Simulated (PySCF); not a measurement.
C4H8OSi, SMILES C=C/C=C/[SiH2]O.

Coordinates come from a ωB97X-D3(BJ)/def2-SVP optimisation. The structure was generated by enumeration; whether it is a known compound was not checked. Other conformers were not sampled.

Method: r2SCAN/def2-TZVP (PySCF).

Gas-phase values at a fixed geometry.

Question: Estimate the frontier levels, gap, dipole moment and polarisability. (The exact figures need the calculation; the answer reports its results.)

Answer: 
| Property | Value |
|---|---|
| highest occupied level | -6.18 eV |
| lowest empty level | -2.05 eV |
| orbital gap | 4.12 eV |
| dipole moment | 1.77 D |
| quadrupole, principal values (traceless, Buckingham form, about the centre of nuclear charge) | -6.58, 0.94, 5.65 D·Å |
| mean static polarisability | 85.8 bohr³ (12.71 Å³) |
| polarisability, principal values | 54.7, 69.4, 133.1 bohr³ |
